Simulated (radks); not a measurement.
Problem. The mean radii <r> (bohr) of the occupied orbitals of an atom or ion are listed with their occupations. Calculated with a radial shooting solver on a logarithmic mesh with Libxc functionals: non-relativistic Kohn-Sham, PBE, spin-unpolarised, spherical densities, point nucleus.

| orbital | occ. | <r> |
|---|---|---|
| 1s | 2 | 0.02924 |
| 2s | 2 | 0.1260 |
| 2p | 6 | 0.1074 |
| 3s | 2 | 0.3356 |
| 3p | 6 | 0.3261 |
| 3d | 10 | 0.2967 |
| 4s | 2 | 0.7852 |
| 4p | 6 | 0.8198 |
| 4d | 8 | 0.9225 |
| 5s | 2 | 1.924 |
| 5p | 4 | 2.182 |

Name the element and its charge.

Solution. Z = 52, tellurium, charge +2: Te2+ in [Kr] 4d8 5s2 5p4. The 1s radius gives Z: for a bare nucleus <r> = 1.5/Z, 0.02885 bohr for Z = 52, and screening makes it slightly larger (0.02924 here). The occupations add up to 50, and the charge is Z minus that.
